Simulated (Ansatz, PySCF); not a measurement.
Spin gap between two states, R1 and P1; the higher of the two is an excited state, each structure at its B3LYP-D3(BJ)/def2-SVP stationary point, reached from a drawn start (curvature not checked).
R1, C8H8 (SMILES C1=C\C=C/C=C\C=C/1) (charge 0, multiplicity 1):
```xyz
16

C      1.844    -0.034     0.000
C      1.280     1.328     0.000
C      0.034     1.844     0.000
C     -1.328     1.280     0.000
C     -1.844     0.034     0.000
C     -1.280    -1.328     0.000
C     -0.034    -1.844     0.000
C      1.328    -1.280     0.000
H      2.939    -0.012     0.000
H      2.070     2.086     0.000
H      0.012     2.939     0.000
H     -2.086     2.070     0.000
H     -2.939     0.012     0.000
H     -2.070    -2.086     0.000
H     -0.012    -2.939     0.000
H      2.086    -2.070     0.000
```
P1, C8H8 (SMILES C1=C\C=C/C=C\C=C/1) (charge 0, multiplicity 3):
```json
[
 {"atom": "C", "x (Å)": "1.8371", "y (Å)": "0.0000", "z (Å)": "0.0000"},
 {"atom": "C", "x (Å)": "1.2990", "y (Å)": "1.2990", "z (Å)": "0.0000"},
 {"atom": "C", "x (Å)": "0.0000", "y (Å)": "1.8371", "z (Å)": "0.0000"},
 {"atom": "C", "x (Å)": "-1.2990", "y (Å)": "1.2990", "z (Å)": "0.0000"},
 {"atom": "C", "x (Å)": "-1.8371", "y (Å)": "0.0000", "z (Å)": "0.0000"},
 {"atom": "C", "x (Å)": "-1.2990", "y (Å)": "-1.2990", "z (Å)": "0.0000"},
 {"atom": "C", "x (Å)": "0.0000", "y (Å)": "-1.8371", "z (Å)": "0.0000"},
 {"atom": "C", "x (Å)": "1.2990", "y (Å)": "-1.2990", "z (Å)": "0.0000"},
 {"atom": "H", "x (Å)": "2.9320", "y (Å)": "0.0000", "z (Å)": "0.0000"},
 {"atom": "H", "x (Å)": "2.0733", "y (Å)": "2.0733", "z (Å)": "0.0000"},
 {"atom": "H", "x (Å)": "0.0000", "y (Å)": "2.9320", "z (Å)": "0.0000"},
 {"atom": "H", "x (Å)": "-2.0733", "y (Å)": "2.0733", "z (Å)": "0.0000"},
 {"atom": "H", "x (Å)": "-2.9320", "y (Å)": "0.0000", "z (Å)": "0.0000"},
 {"atom": "H", "x (Å)": "-2.0733", "y (Å)": "-2.0733", "z (Å)": "0.0000"},
 {"atom": "H", "x (Å)": "0.0000", "y (Å)": "-2.9320", "z (Å)": "0.0000"},
 {"atom": "H", "x (Å)": "2.0733", "y (Å)": "-2.0733", "z (Å)": "0.0000"}
]
```

P less R. No zero-point or thermal terms; singlets are restricted closed shells; open shells are unrestricted.

Cores are frozen in the correlated methods.

Run with Ansatz (Gaussian orbitals); PySCF for the D3/D4 terms. No computed number here is a measurement.

Question: One of these levels gives 0.458 eV for the spin gap. Which one is it?
A) MP2/cc-pVDZ
B) PBE-D3(BJ)/def2-TZVPP
C) wB97M-V/def2-TZVPP
D) r2SCAN-D3(BJ)/def2-TZVPP

Answer: A, MP2/cc-pVDZ. The others give 0.102 (PBE-D3(BJ)/def2-TZVPP), -0.012 (r2SCAN-D3(BJ)/def2-TZVPP), 0.511 (wB97M-V/def2-TZVPP)

Ansatz is an electronic-structure program.
